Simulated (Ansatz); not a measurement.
Consider the ligand exchange at the Al–O bond: `C[O][AlH2]` + `N[SiH2][GeH3]` → `[AlH2][NH][SiH2][GeH3]` + CH₃OH.

Computed with Ansatz on PBE0-D4/def2-TZVP structures; ΔE is electronic, products minus reactants. CBS: MP2 limit from def2 TZ/QZ plus the TZ coupled-cluster correction, frozen cores. This one scheme is used for every species. DFT in def2-TZVPP. For Ge outer-core shells are correlated without core-valence functions, which leaves a few kJ/mol of doubt a bond. Scalar relativity is left out up to krypton. One conformer a species, not always the lowest.

```
                 species  ωB97X-V energy (Eh)
            `C[O][AlH2]`           -358.76681
         `N[SiH2][GeH3]`          -2425.25806
`[AlH2][NH][SiH2][GeH3]`          -2668.28057
                   CH₃OH           -115.73250
```

(1) Work out ΔE.

Largest T1 diagnostic among the species: 0.012.

Results:

(1) ΔE = (-2668.28057) + (-115.73250) − (-358.76681) − (-2425.25806) = 0.01180 Eh = +7.4 kcal/mol. CCSD(T)/CBS gives +6.4 kcal/mol.

The D4 term adds −0.9 kcal/mol with B3LYP and −0.5 kcal/mol with PBE0; it sums over pairs of atoms, weighted by their polarisabilities, and B3LYP, whose exchange is more repulsive, gets the larger term. Leaving LDA and LC-ωPBE aside and taking each functional with its dispersion term where it has one, the values, not all of them listed here, spread over 2.1 kcal/mol, from revPBE-D4 to CAM-B3LYP-D4.

B3LYP here is the variant with VWN-RPA as its local correlation; programs differ in this.
